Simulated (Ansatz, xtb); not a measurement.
## Isomers of CH4SSn in order of energy

3 gas-phase structures of CH4SSn, found in a search over its isomers (lower ones may exist). Each was relaxed with GFN2-xTB:

A. `[CH3][SnH]=[S]`, a singlet
B. a singlet given by its coordinates
C. a singlet given by its coordinates

B (Å):

```xyz
7

C    -1.9880   -0.0732   -1.6389
S    -1.1910   -2.9701   -3.3862
Sn   -2.8820   -1.2055   -3.3895
H    -1.9268   -0.7025   -0.7480
H    -2.5718    0.8089   -1.3735
H    -0.9743    0.2645   -1.8655
H    -0.4565   -2.5474   -2.3730
```

Close contacts (Å): C1–Sn3 2.27, S2–Sn3 2.44, C1–H4 1.09, C1–H5 1.09, C1–H6 1.09, S2–H7 1.32.

C (Å):

```xyz
7

C     0.2065    0.3335    1.6328
S     0.2310    1.1766    0.0074
Sn   -1.5976    0.4203   -1.3837
H     1.2364    0.1085    1.8848
H    -2.2095   -0.7819   -0.1312
H    -0.2150    1.0195    2.3583
H    -0.3830   -0.5735    1.5740
```

Close contacts (Å): C1–S2 1.83, S2–Sn3 2.42, C1–H4 1.08, C1–H6 1.08, C1–H7 1.08, Sn3–H5 1.84.

Problem. Estimate their order in r2SCAN-D4/def2-SVP energy at these geometries, lowest first.

Solution. Calculated order at r2SCAN-D4/def2-SVP: B (0.000), C (0.408), A (0.957) eV.

Energies above the lowest of each column, in eV; the last columns are at BLYP-D3(BJ)/def2-SVP geometries:

| structure | GFN2-xTB | HF/STO-3G | r2SCAN-D4/def2-SVP | BLYP-D3(BJ)/def2-SVP | CCSD(T)/def2-TZVP |
| --- | --- | --- | --- | --- | --- |
| B | 0.051 | 0.000 | 0.000 | 0.000 | 0.000 |
| C | 0.000 | 0.570 | 0.408 | 0.379 | 0.487 |
| A | 1.440 | 0.849 | 0.957 | 1.091 | 0.826 |

CCSD(T)/def2-TZVP puts B lowest; GFN2-xTB picks C. Large T1 diagnostics make some coupled-cluster values less sure. Atoms past krypton carry core potentials in the def2 sets, without spin–orbit terms.

Programs: Ansatz 0.2.0, xtb 6.7.1.
